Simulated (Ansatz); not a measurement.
`[SeH][SiH2]Br`, charge 0, multiplicity 1.

Problem. Give a relaxed structure at PBE0-D4/def2-TZVP (Ansatz). (An estimate is asked.)

Solution. Computed: 
Cartesian coordinates in Å:
```
Se 1.482 0.541 0.914
Si -0.124 -0.214 -0.489
Br -1.846 1.175 -0.689
H 0.635 0.339 2.097
H -0.676 -1.504 -0.023
H 0.529 -0.336 -1.811
```
